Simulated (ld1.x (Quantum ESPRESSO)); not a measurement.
## Before and after: RRKJ potential for Lu

ld1.x (Quantum ESPRESSO) 7.5 input, shortened:

```
&input
   title='Lu', zed=71., rel=1, dft='PBESOL', iswitch=3,
   config='[Xe] 4f14 5d1 6s1 6p0'
 /
 &inputp
   pseudotype=2, tm=.false., rho0=0.001, lloc=0,
   nlcc=.false.
 /
3
6P  2  1   0.00   0.00  3.25  3.25  0.0
5D  3  2   1.00   0.00  2.90  2.90  0.0
6S  1  0   1.00   0.00  2.40  2.40  0.0
 &test
   configts(1)='5d1 6s1 6p0'
 /
```

Change: core [Kr] 4d10 5s2, valence charge 23; reference 4f14 5p6 5d1 6s2 6p0; waves now 5p (bound): rc 1.70 bohr; 5d (bound): rc 2.35 bohr; 4f (bound): rc 1.25 bohr; 6s (bound): rc 2.30 bohr; core correction a·sin(br)/r model core inside 0.80 bohr.

Cutoffs: the cutoffs (Ry, on a coarse ladder) from which the occupation-weighted sum of valence levels, in a spherical-Bessel basis at the reference potential, stays within 10 and 1 mRy of its value at 400 Ry; they do not see the model core or the augmentation charge, which bear on the density cutoff. Errors are all-electron minus pseudo energies relative to the spin-unpolarised reference configuration.

Task: What does the change do?

Result: The potential gets harder (15 Ry and 21 Ry → 230 Ry and 300 Ry); the number of tests that count goes from 7 to 0; neither file shows a bound ghost at the reference potential, the only one tested. The added semicore shells are compact, so their waves need more plane waves. Several settings change at once here, so the effects cannot be laid on one of them.

| quantity | base | changed |
| --- | --- | --- |
| cutoff, loose | 15 Ry | 230 Ry |
| cutoff, tight | 21 Ry | 300 Ry |
| bound ghosts | none | none |
| tests counted (converged, no solver errors) | 7 of 7 | 0 of 7 |

Base: ld1.x printed “convergence not achieved” for 3 of the counted tests; their residual had stalled under 1e-8, short of the target of 1e-14. Changed file: Tests not counted: all (the test run did not reproduce the reference configuration, from which every error is measured).
